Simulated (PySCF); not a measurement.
Isomers of C6H11BO2, one conformer each; single-point electronic energies without zero-point terms and without any empirical dispersion term.

Computed with PySCF at PBE0/pcSseg-1, non-relativistic, each on one gas-phase PBE0-D3(BJ)/def2-SVP geometry that isn't relaxed in the solvent. The solvent is an IEF-PCM continuum (van der Waals radii × 1.2). Specific hydrogen bonds and non-electrostatic terms are outside this model.

```
                   isomer  relative energy, gas (kcal/mol)  dipole (D)
   `C1OBO[C@H](C1)C(C)=C`                              0.0        3.26
      `C=CC[C@@H]1CCOBO1`                              2.2        2.99
       `CC(C)(C)C#CB(O)O`                              2.7        1.58
`CC(C)C1=CO[BH2-][O+]=C1`                             28.1        5.13
```

**Question.** How do the relative energies look in chloroform (ε = 4.711)?

**Answer.** 
```json
{"isomer": "`C1OBO[C@H](C1)C(C)=C`", "relative energy, solvent (kcal/mol)": "1.7", "E(solvent) − E(gas) (kcal/mol)": "-3.7", "dipole in solvent (D)": "4.07"}
{"isomer": "`C=CC[C@@H]1CCOBO1`", "relative energy, solvent (kcal/mol)": "3.9", "E(solvent) − E(gas) (kcal/mol)": "-3.8", "dipole in solvent (D)": "3.56"}
{"isomer": "`CC(C)(C)C#CB(O)O`", "relative energy, solvent (kcal/mol)": "0.0", "E(solvent) − E(gas) (kcal/mol)": "-8.2", "dipole in solvent (D)": "1.64"}
{"isomer": "`CC(C)C1=CO[BH2-][O+]=C1`", "relative energy, solvent (kcal/mol)": "28.5", "E(solvent) − E(gas) (kcal/mol)": "-5.1", "dipole in solvent (D)": "6.14"}
```

`CC(C)(C)C#CB(O)O` becomes the lowest. Conformers: `[CH2:1]=[C:2]([CH3:3])[C@H:4]1[CH2:5][CH2:6][O:7][BH:8][O:9]1` with C1–C2–C4–C5 -117°, C2–C4–C5–C6 176°, C4–C5–C6–O7 -52°, C5–C6–O7–B8 26°, C6–O7–B8–O9 1°; `[CH2:1]=[CH:2][CH2:3][C@@H:4]1[CH2:5][CH2:6][O:7][BH:8][O:9]1` with C1–C2–C3–C4 -107°, C2–C3–C4–C5 -61°, C3–C4–C5–C6 -173°, C4–C5–C6–O7 52°, C5–C6–O7–B8 -26°, C6–O7–B8–O9 -1°; `[CH3:1][C:2]([CH3:3])([CH3:4])[C:5]#[C:6][B:7]([OH:8])[OH:9]` with C6–B7–O8–H 180°, C6–B7–O9–H 180°; `[CH3:1][CH:2]([CH3:3])[C:4]1=[CH:5][O:6][BH2-:7][O+:8]=[CH:9]1` with C1–C2–C4–C5 -106°, C4–C5–O6–B7 16°, C5–O6–B7–O8 -40°, O6–B7–O8–C9 39°, C2–C4–C9–O8 178°. `CC(C)(C)C#CB(O)O` gains most from the continuum, while `CC(C)C1=CO[BH2-][O+]=C1` has the largest gas-phase dipole. The gains span 4.5 kcal/mol, the gas-phase energies 28.1 kcal/mol.
